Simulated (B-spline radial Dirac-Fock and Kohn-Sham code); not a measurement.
**Auger decay of the M2 hole in Dy⁷⁺**

System: Dy⁷⁺, [Kr] 4d10 4f9 5s2 5p2.

Input of the calculation (task.json; shells as n, l, electrons):

```json
{"items": [{
  "Z": 66,
  "q": 7,
  "cfg": [[1, 0, 2], [2, 0, 2], [2, 1, 6], [3, 0, 2], [3, 1, 6], [3, 2, 10], [4, 0, 2], [4, 1, 6], [4, 2, 10], [4, 3, 9], [5, 0, 2], [5, 1, 2]],
  "A": 164,
  "rrms": 5.2218,
  "do": ["binding", "quiet", "decay"],
  "holes": ["K", "L1", "L2", "L3", "M1", "M2", "M3", "M4", "M5", "N1", "N2", "N3", "N4", "N5"]
}]}
```

Command: `python xray_run.py task.json out`

Calculated with a B-spline atomic structure program, using independent-particle radiative and Coulomb Auger rates from relativistic LDA hole-state orbitals, with Dirac-Fock energies. Kinetic energies are configuration averages from the vacuum level; the two-hole energies are estimated from single-hole states.

```
transition  kinetic energy (eV)  width (meV)  share (%)
   M2-M3N6                27.09          258        3.2
   M2-M3N7                28.29          282        3.5
   M2-M4N2                30.83          735        9.2
   M2-M5N2                65.92          831       10.4
   M2-M4N3                68.74          946       11.8
   M2-M5N3                104.6         78.5        1.0
   M2-M4N4                205.7          312        3.9
   M2-M4N5                211.6          364        4.5
   M2-M5N5                247.9         41.9        0.5
   M2-M4O1                345.8          142        1.8
   M2-M4O2                369.4         37.2        0.5
   M2-M4N6                374.3         1170       14.5
   M2-M4N7                374.9         1790       22.3
   M2-M4O3                376.0         52.4        0.7
   M2-M5O2                405.0         34.4        0.4
   M2-M5N6                409.4         38.4        0.5
   M2-N1N2                949.9         52.7        0.7
   M2-N2N2               1027.0         39.4        0.5
   M2-N2N3               1067.0          118        1.5
   M2-N2N4               1205.4          113        1.4
   M2-N2N5               1208.8          185        2.3
   M2-N2N6               1369.6         35.5        0.4
   M2-N2N7               1370.1         61.9        0.8
   M2-N6N7               1710.0         29.9        0.4
```

Coster-Kronig rates are the weakest part of this model and often come out 1.5 to 2.5 times too large. The listed channels hold 97 % of the non-radiative rate. Summed by principal shells, of 8.03 eV in all: MMN 85.8 %, MNN 9.4 %, MMO 4.1 %, MNO 0.6 %.
